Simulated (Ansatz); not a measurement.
Input and output for Al₂P₂⁺.

```yaml
crystal:
  periodic: [false, false, false]
  atoms:
    - {symbol: Al, position_ang: [1.469261, 1.155315, -1.159565]}
    - {symbol: Al, position_ang: [-1.468886, -1.155289, 1.159657]}
    - {symbol: P, position_ang: [-0.578460, 0.880181, 0.144295]}
    - {symbol: P, position_ang: [0.578086, -0.880207, -0.144387]}
basis:
  gaussian: {orbitals: def2-TZVPP}
total_charge: 1
magnetization: {spin_polarized: true, initial_magnetization: 3}
hamiltonian: {xc: {name: rPW86-PBE}}
scf: {omitted_lower_state_checks: [starts]}
```

```sh
$ ansatz run in.yaml --threads 4 --pin off --events-out ev --progress --plain --max-ram 3916MiB
```

Output, abridged:

```
Functional definition: rPW86-PBE
1112 factors; their error is unknown
mean field evaluation 1: about -31780.0221 eV, gradient 4.6e1 eV
mean field evaluation 2: about -31665.6550 eV, gradient 1.1e2 eV
mean field evaluation 4: about -31795.7607 eV, gradient 6.6e0 eV
mean field evaluation 8: about -31796.0425 eV, gradient 1.3e-1 eV
mean field evaluation 16: about -31796.0180 eV, gradient 1.3e-3 eV
mean field -31796.01796100 eV, -1168.4821079518 hartree, gradient 2.0e-5 eV, S^2 3.762252; 0 other end points of the search recorded, 0 dependent functions left out
reference -31796.01805800 eV, -1168.4821115165 hartree; 29, 26 occupied and 139, 142 virtual orbitals, 1112 factors
Total energy: -31796.01805800 eV, -1168.4821115165 hartree
Checks for a lower state left out: starts
```

Run time 6 s (4 threads of Arm Neoverse V1 on a shared host).
